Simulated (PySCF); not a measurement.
**CaMg: input and log**

State: triplet, unpaired electrons σ ↑, π ↑, a second solution, started from another occupation.

An equivalent input (the run itself took its basis sets from the Basis Set Exchange, started from a PBE0 density and held the occupation σ 10α 9β, πx 3α 3β, πy 4α 3β):

```python
from pyscf import gto, dft
mol = gto.M(atom='Ca 0 0 0; Mg 0 0 3.921', basis={'Ca': 'pcseg-2', 'Mg': 'pcseg-2'},
            charge=0, spin=2, verbose=4, symmetry='C2v')
mf = dft.UKS(mol, xc='PBE0')
mf.grids.atom_grid = (80, 434)
mf.grids.prune = dft.gen_grid.treutler_prune
mf.irrep_nelec = {'A1': (10, 9), 'B1': (3, 3), 'B2': (4, 3)}
mf.conv_tol = 1e-9
mf.max_cycle = 60
mf.diis_space = 10
mf.kernel()
```

The log (some set-up lines and the per-cycle HOMO/LUMO lines removed):

```
******** <class 'pyscf.dft.uks_symm.SymAdaptedUKS'> ********
method = SymAdaptedUKS
damping factor = 0
level_shift factor = 0
DIIS = <class 'pyscf.scf.diis.CDIIS'>
diis_start_cycle = 1
diis_space = 10
diis_damp = 0
SCF conv_tol = 1e-09
SCF conv_tol_grad = None
SCF max_cycles = 60
number electrons alpha = 17  beta = 15
Set gradient conv threshold to 3.16228e-05
init E= -877.311837655345
cycle= 1 E= -877.30863940657  delta_E= 0.0032  |g|= 0.00288  |ddm|= 0.0293
cycle= 2 E= -877.308656187658  delta_E= -1.68e-05  |g|= 0.00244  |ddm|= 0.0193
cycle= 3 E= -877.308661739073  delta_E= -5.55e-06  |g|= 0.000494  |ddm|= 0.00481
cycle= 4 E= -877.308664216752  delta_E= -2.48e-06  |g|= 0.000331  |ddm|= 0.00481
cycle= 5 E= -877.308666060149  delta_E= -1.84e-06  |g|= 0.000153  |ddm|= 0.00607
cycle= 6 E= -877.308666497912  delta_E= -4.38e-07  |g|= 6.56e-05  |ddm|= 0.00323
cycle= 7 E= -877.30866656427  delta_E= -6.64e-08  |g|= 3.59e-05  |ddm|= 0.00111
cycle= 8 E= -877.308666576728  delta_E= -1.25e-08  |g|= 1.43e-05  |ddm|= 0.000391
cycle= 9 E= -877.308666578175  delta_E= -1.45e-09  |g|= 7.84e-06  |ddm|= 0.000166
cycle= 10 E= -877.308666578281  delta_E= -1.06e-10  |g|= 1.95e-06  |ddm|= 3.24e-05
Extra cycle  E= -877.308666578298  delta_E= -1.72e-11  |g|= 2.01e-06  |ddm|= 1.57e-05
converged SCF energy = -877.308666578298  <S^2> = 2.0055263  2S+1 = 3.0036819
```

A point of this curve took 1.3 CPU seconds beside 0.36 for the integrals, on Arm Neoverse N1 (shared host).
